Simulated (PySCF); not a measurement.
Species: CH₃BF₂N (charge -1, singlet). It need not be the lowest isomer of its formula. Whether it binds its extra electron was not tested at this geometry. 
Coordinates optimised at B3LYP-D3(BJ)/def2-TZVP (Ansatz):
```xyz
8

C     -1.9494    -0.0824     0.1295
N     -0.7189    -0.6594    -0.3160
B      0.4631    -0.0599    -0.0767
F      0.6917     1.1466     0.6003
F      1.6893    -0.5718    -0.4842
H     -2.5098    -0.7585     0.8045
H     -2.6472     0.1160    -0.7075
H     -1.8588     0.8786     0.6771
```
Charge -1, spin multiplicity 1.

Dispersion corrections to the total energy (kcal/mol) from the dftd3 and dftd4 libraries through PySCF: D3(BJ) without and D4 with the three-body term, each with the damping fitted for the functional named.

```
functional  D3(BJ)      D4
----------  ------  ------
revPBE       -7.00  -11.75
TPSSh        -2.95   -3.98
PBE          -2.64   -3.24
PW6B95         [?]   -2.84
LC-wPBE        [?]   -3.56
BLYP         -5.54   -7.38
B3LYP          [?]   -5.18
```

Problem. Fill in the missing entries.

Solution. 
- PW6B95, D3(BJ): -1.18
- LC-wPBE, D3(BJ): -2.34
- B3LYP, D3(BJ): -4.49
